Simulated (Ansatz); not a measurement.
Consider the redistribution: `OPN[SiH3]` + `O[SiH2][SiH2][SiH2]Cl` → `O[SiH2]PO` + `[SiH3]N[SiH2][SiH2]Cl`.

Program: Ansatz. Geometries: PBE0-D4/def2-TZVP. ΔE: electronic, gas phase. CCSD(T)/CBS is the MP2 limit (def2-TZVPP, def2-QZVPP) plus CCSD(T) − MP2 in def2-TZVPP, frozen cores. DFT in def2-TZVPP. One conformer a species, not always the lowest.

```json
{"level": "PBE0-D4", "ΔE (kJ/mol)": "-29.1"}
{"level": "SCS-MP2/def2-TZVPP", "ΔE (kJ/mol)": "-35.5"}
{"level": "SCS-MP2/def2-QZVPP", "ΔE (kJ/mol)": "-36.2"}
{"level": "MP2/CBS(def2)", "ΔE (kJ/mol)": "-37.8"}
```

(1) What does CCSD(T)/CBS give? (Estimate.)

Largest T1 diagnostic among the species: 0.013.

Answers

(1) The calculation gave: -34.6 kJ/mol. The listed levels differ from it by 5.5, -0.9, -1.6, -3.2 kJ/mol.

From PBE to PBE0 (25 % exact exchange), in def2-TZVPP and without D4, ΔE moves by −4.2 kJ/mol. The D4 term adds −9.2 kJ/mol with B3LYP and −5.0 kJ/mol with PBE0; it sums over pairs of atoms, weighted by their polarisabilities, and B3LYP, whose exchange is more repulsive, gets the larger term.

B3LYP here is the variant with VWN-RPA as its local correlation; programs differ in this.
